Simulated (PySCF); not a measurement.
Ionisation energy of Ar⁺ by level of theory

Ar⁺ [Ne] 3s2 3p5 (2P) → Ar²⁺ [Ne] 3s2 3p4 (3P), as a difference of total energies. Calculation: PySCF 2.14, in def2-TZVPPD (6s6p4d1f, 51 functions); no relativity, point nucleus. Correlated levels: valence: [Ne] frozen. The calculations carry no spin-orbit coupling.

```tsv
method	ionisation energy (eV)
UHF	26.362
MP2 (valence)	27.337
SCS-MP2 (valence)	27.333
CCSD (valence)	27.303
CCSD(T) (valence)	27.337
```

How much does correlation contribute at CCSD(T) (valence)?

27.337 − (26.362) = 0.975 eV, measured against UHF.

A first-order spin-orbit estimate (lowest level to lowest level, LS coupling) adds -0.006 eV.

Errors of the correlated levels include the incompleteness of this basis and the frozen core.

For comparison: 27.630 eV (measured; NIST Atomic Spectra Database, ionization energies).
